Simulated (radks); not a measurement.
Task: The mean radii <r> (bohr) of the occupied orbitals of an atom or ion are listed with their occupations. Calculated with a radial shooting solver on a logarithmic mesh with Libxc functionals: scalar-relativistic Kohn-Sham, PBEsol, spin-polarised, spherical densities, finite nucleus; Fermi nuclear charge, rms radius of each element as measured or else 0.836 A^(1/3) + 0.57 fm.

orbital  occ.      <r>
1s down     1  0.03264
1s up       1  0.03264
2s up       1   0.1420
2s down     1   0.1420
2p up       3   0.1237
2p down     3   0.1237
3s up       1   0.3910
3s down     1   0.3909
3p up       3   0.3907
3p down     3   0.3907
3d up       5   0.3705
3d down     5   0.3705
4s up       1   0.9815
4s down     1   0.9801
4p up       3    1.083
4p down     3    1.082
4d up       5    1.535
4d down     3    1.557

Name the element and its charge. Open shells, if any, are filled with parallel spins first.

Result: Z = 45, rhodium, charge +1: Rh+ in [Kr] 4d8. The 1s radius gives Z: for a bare nucleus <r> = (2 gamma + 1)/(2Z) with gamma = sqrt(1 - (Z/c)^2), 0.0321 bohr for Z = 45, and screening makes it slightly larger (0.03264 here). The occupations add up to 44, and the charge is Z minus that.
